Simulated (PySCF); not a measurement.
# Mayer bond orders and bond lengths

C₇H₁₁ClO.
Atom-mapped SMILES: `[CH2:1]=[CH:2][CH2:3][C:4]([CH3:5])([CH3:6])[C:7](=[O:8])[Cl:9]` (hydrogens: H10, H11 on C1; H12 on C2; H13, H14 on C3; H15, H16, H17 on C5; H18, H19, H20 on C6)

Geometry (PBE0-D3(BJ)/def2-SVP, Å), atoms numbered from 1 in this order:
```
atom  x, y, z in Å
C1     2.8383   -0.2053   -0.3367
C2     1.7310    0.4952   -0.5835
C3     0.5950    0.6768    0.3716
C4    -0.7254    0.0004   -0.0695
C5    -1.8424    0.3801    0.9099
C6    -0.5638   -1.5169   -0.1323
C7    -1.1148    0.4816   -1.4606
O8    -1.3293   -0.1809   -2.4146
Cl9   -1.2556    2.2794   -1.5852
H10    2.9930   -0.7087    0.6236
H11    3.6344   -0.2970   -1.0801
H12    1.6217    0.9880   -1.5584
H13    0.3998    1.7531    0.5073
H14    0.8573    0.2657    1.3599
H15   -2.7980   -0.0838    0.6228
H16   -1.5781    0.0200    1.9156
H17   -1.9832    1.4688    0.9552
H18    0.2344   -1.8048   -0.8300
H19   -0.3044   -1.8993    0.8663
H20   -1.4948   -1.9999   -0.4601
```

Bond orders from the PBE0/pcSseg-1 density (PySCF). Isolated species at its PBE0-D3(BJ)/def2-SVP geometry (one conformer only).

How far do the computed orders between heavy atoms stray from the drawn ones?

The largest departure is 0.137, at C4–C7 (drawn single, 0.863). Drawn single, order below 0.88: C4–C7 (0.863).

Give the Mayer order of every bond, beside its length.

| bond | drawn as | length (Å) | Mayer order |
| --- | --- | --- | --- |
| C1–C2 | double | 1.333 | 1.982 |
| C2–C3 | single | 1.495 | 1.042 |
| C3–C4 | single | 1.548 | 0.970 |
| C4–C5 | single | 1.533 | 1.015 |
| C4–C6 | single | 1.527 | 1.013 |
| C4–C7 | single | 1.523 | 0.863 |
| C7–O8 | double | 1.181 | 2.106 |
| C7–Cl9 | single | 1.808 | 0.935 |
| C1–H10 | single | 1.095 | 0.954 |
| C1–H11 | single | 1.093 | 0.949 |
| C2–H12 | single | 1.098 | 0.945 |
| C3–H13 | single | 1.102 | 0.923 |
| C3–H14 | single | 1.102 | 0.940 |
| C5–H15 | single | 1.100 | 0.958 |
| C5–H16 | single | 1.100 | 0.955 |
| C5–H17 | single | 1.099 | 0.948 |
| C6–H18 | single | 1.099 | 0.951 |
| C6–H19 | single | 1.100 | 0.957 |
| C6–H20 | single | 1.099 | 0.955 |

By pair of heavy elements: C–C: lowest C4–C7 (0.863, 1.523 Å), highest C1–C2 (1.982, 1.333 Å); in 3 of the 15 pairs the longer bond (by over 0.003 Å) has the higher order (by 0.02 or more).

Sum the orders of all bonds at each heavy atom with more than one neighbour and set the sums beside the valence in the SMILES.

C1 3.885 (drawn 4), C2 3.969 (drawn 4), C3 3.875 (drawn 4), C4 3.861 (drawn 4), C5 3.876 (drawn 4), C6 3.876 (drawn 4), C7 3.904 (drawn 4). Orders between atoms that aren't bonded are not in these sums.

Mayer orders depend on the basis set.
